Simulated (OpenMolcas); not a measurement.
**Mo4+: moving or changing the point charges**

Mo4+ among 3 point charges of -2 e arranged as a planar triangle (D3h), 2.16 Å from the ion.

```yaml
Program: OpenMolcas
Method: CASSCF
Basis: ANO-RCC-VDZP [6s5p3d1f]
Scalar_Hamiltonian: DKH2, point nucleus
Active_space: 2 electrons in 5 orbitals (4d)
State_averaging: 2S+1 = 3 even, 10 roots; 2S+1 = 1 even, 15 roots
Spin-orbit_coupling: state interaction with AMFI integrals over the reference wave functions
```

Runs around this geometry, states (labels of D3, the rotations of D3h). Energies in cm-1 above the lowest state or level, χT in cm3 K/mol.

```tsv
R (Å)	q (e)	Ground state	First state of that spin	First gap with spin-orbit (degeneracies)	χT at 300 K	First state of another spin
2.16	-1.6	3A2	3E 973.8	587.1 (1, 2)	0.123	1E 11648
2.03	-2	3A2	3E 347.8	671.1 (1, 2)	0.088	1A1 9418
2.16	-2	3A2	3E 599.1	638.8 (1, 2)	0.101	1A1 10460
2.3	-2	3A2	3E 708.7	617.7 (1, 2)	0.114	1A1 11273
```

Scaling the charges by -1.6 / -2 = 0.80 scales the first state of the same spin by 973.8 / 599.1 = 1.63; with fixed orbitals a first-order splitting would follow the charge.

Without dynamic correlation the repulsion within the d shell is too large (B by tens of per cent), so at a given field states of lower spin stand too high. Spin-orbit coupling mixes the spin-free states strongly: the lowest level takes only 56 % from its leading state, 3A2 (figures for R = 2.16, q = -1.6; the like holds for R = 2.03, q = -2, R = 2.16, q = -2, R = 2.3, q = -2). Point charges carry no covalency, so the field is a model and not that of real ligands. No measured value stands beside these numbers.
